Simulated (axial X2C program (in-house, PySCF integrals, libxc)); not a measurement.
Spin–orbit effects down a group: homonuclear dimers (ions), PBE0

Calculated with an axial X2C code built on PySCF integrals, spin-free (one-electron X2C) or two-component (2c: spin–orbit coupling with atomic mean-field Coulomb and Gaunt terms, which also bring small scalar terms), in Dyall basis sets with cores contracted in-house; open shells are unrestricted.

Basis sets: O dyall-av3z, S dyall-av3z, Se dyall-acv3z.

| molecule | spin-free state | Re (Å) | ωe (cm⁻¹) | De (eV) | 2c state | Re 2c (Å) | ωe 2c (cm⁻¹) | De 2c (eV) |
| --- | --- | --- | --- | --- | --- | --- | --- | --- |
| O₂⁻ | M_S = 1/2, Λ = 1 | 1.322 | 1234.8 | 4.16 | Ω = 3/2 | 1.322 | 1234.5 | 4.17 |
| S₂⁻ | M_S = 1/2, Λ = 1 | 2.007 | 598.9 | 4.00 | Ω = 3/2 | 2.008 | 598.6 | 4.02 |
| Se₂⁻ | M_S = 1/2, Λ = 1 | 2.274 | 328.2 | 3.42 | Ω = 3/2 | 2.276 | 326.9 | 3.45 |

Q: Work out the shifts from the spin-free to the two-component result.

A: 

```tsv
molecule	2c state	ΔRe (Å)	Δωe (cm⁻¹)	ΔDe (eV)
O₂⁻	Ω = 3/2	0.000	-0.3	0.01
S₂⁻	Ω = 3/2	0.001	-0.3	0.02
Se₂⁻	Ω = 3/2	0.002	-1.3	0.03
```

Shifts of one unit in the last digit are rounding.

Fragments in 2c: O- + O, S- + S, Se- + Se. Each entry is the lowest single determinant of a limited PBE0 search at one distance. De goes to single-determinant-based atoms at the same level (for ions the charge split of lowest energy) and is withheld (n/a) where an atom does not fit its ground term or J level. Main or longest-lived isotopes. Some light 2c atoms are not at their ground J level, so De misses part of their lowering (0.04 eV or less). The functionals have no current term, which raises determinants with orbital currents.
